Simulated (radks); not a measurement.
The mean radii <r> (bohr) of the occupied orbitals of an atom or ion are listed with their occupations. Method: scalar-relativistic Kohn-Sham, exchange-only r2SCAN, spin-unpolarised, spherical densities, finite nucleus; meta-GGA in the generalised Kohn-Sham scheme; Fermi nuclear charge, rms radius of each element as measured or else 0.836 A^(1/3) + 0.57 fm; computed with a radial shooting solver on a logarithmic mesh with Libxc functionals.

orbital  occ.      <r>
1s          2  0.05410
2s          2   0.2444
2p          6   0.2152
3s          2   0.7435
3p          6   0.7855
3d          9    1.072

Name the element and its charge.

Answer. Z = 28, nickel, charge +1: Ni+ in [Ar] 3d9. The 1s radius gives Z: for a bare nucleus <r> = (2 gamma + 1)/(2Z) with gamma = sqrt(1 - (Z/c)^2), 0.05282 bohr for Z = 28, and screening makes it slightly larger (0.05410 here). The occupations add up to 27, and the charge is Z minus that.
